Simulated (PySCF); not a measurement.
From one molecule to another.

First species: C6H18N2Si.
SMILES with atom numbers: `[CH3:1][CH2:2][CH2:3][N:4]([CH3:5])[SiH2:6][N:7]([CH3:8])[CH3:9]` (hydrogens: H10, H11, H12 on C1; H13, H14 on C2; H15, H16 on C3; H17, H18, H19 on C5; H20, H21 on Si6; H22, H23, H24 on C8; H25, H26, H27 on C9)

Second species: C5H14SSi2.
InChI=1S/C5H14SSi2/c1-3-4-5-8-6-7-2/h4-5H,3,7-8H2,1-2H3/b5-4-

Levels: PBE0/pcSseg-1 for dipole moment, HOMO energy, LUMO energy and HOMO–LUMO gap; GFN2-xTB for rotational constant A and rotational constant C. Geometries: GFN2-xTB. Each structure is a single optimised conformer of the isolated species, non-relativistic unless stated. Electronic properties by PySCF.

The conformers computed, where there is a choice (atom-mapped SMILES and torsion angles):
- `[CH3:1][CH2:2][CH2:3][N:4]([CH3:5])[SiH2:6][N:7]([CH3:8])[CH3:9]`: C1–C2–C3–N4 -174°, C2–C3–N4–C5 -70°, C3–N4–Si6–N7 49°, N4–Si6–N7–C8 -161°
- `[CH3:1][CH2:2]/[CH:3]=[CH:4]\[SiH2:5][S:6][SiH2:7][CH3:8]`: C1–C2–C3–C4 -116°, C3–C4–Si5–S6 175°, C4–Si5–S6–Si7 61°, Si5–S6–Si7–C8 57°

Values for the first species:

```
Dipole moment         : 0.49 D
HOMO energy           : -6.14 eV
LUMO energy           : 1.22 eV
HOMO–LUMO gap         : 7.36 eV
Rotational constant A : 1.743 GHz
Rotational constant C : 0.672 GHz
```

Problem. Estimate the same properties for the second species, and the change in each.

Solution. 
```
             property      first     second  second less first
        dipole moment     0.49 D     2.88 D            +2.39 D
          HOMO energy   -6.14 eV   -7.06 eV           -0.92 eV
          LUMO energy    1.22 eV   -0.54 eV           -1.76 eV
        HOMO–LUMO gap    7.36 eV    6.52 eV           -0.84 eV
rotational constant A  1.743 GHz  2.412 GHz         +0.669 GHz
rotational constant C  0.672 GHz  0.441 GHz         -0.231 GHz
```

On the first: The dipole equals about 1.6 × 10⁻³⁰ C·m (1 D = 3.33564 × 10⁻³⁰ C·m).

On the second: The dipole equals about 9.6 × 10⁻³⁰ C·m (1 D = 3.33564 × 10⁻³⁰ C·m). A dipole of 2.88 D is allowed in C1, and pure rotational transitions are dipole-allowed.
